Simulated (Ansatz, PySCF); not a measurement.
Reaction (SMILES): S[Si](S)(Cl)Cl [dichloro-bis(sulfanyl)silane] → S[Si](S)Cl + Cl atom (the Cl-Si bond at the site shown breaks; other sites are not compared here)
Structures are relaxed separately at B3LYP-D3(BJ)/def2-TZVP in Ansatz (a quantum-chemistry and plane-wave program), one conformer each, not searched for the lowest.

Property: bond dissociation energy (enthalpy at 298 K, with B3LYP-D3(BJ) rigid-rotor harmonic-oscillator terms from PySCF), in kJ/mol. Correlated levels leave the core frozen unless marked. UHF or UKS for open shells. No spin-orbit coupling. No relativistic terms. Basis-set limits of correlation are two-point, X^-3; Hartree-Fock from the larger set.

Level to compare with: CCSD(T)/CBS(cc-pV(T+d)Z,cc-pV(Q+d)Z) (Ansatz), 461.6 kJ/mol. It is a level with limits of its own, and the differences hold the functionals' basis error too.

Task: Rank these functionals by how close they come to CCSD(T)/CBS(cc-pV(T+d)Z,cc-pV(Q+d)Z), closest first: B97M-V/def2-TZVPD (Ansatz); PBE/def2-TZVPD (Ansatz); LC-wPBE/def2-TZVPD (Ansatz).

Result: B97M-V/def2-TZVPD (meta-GGA with VV10, 455.0 kJ/mol, difference -6.6), LC-wPBE/def2-TZVPD (range-separated hybrid, 438.8 kJ/mol, difference -22.8), PBE/def2-TZVPD (GGA, 430.3 kJ/mol, difference -31.3)
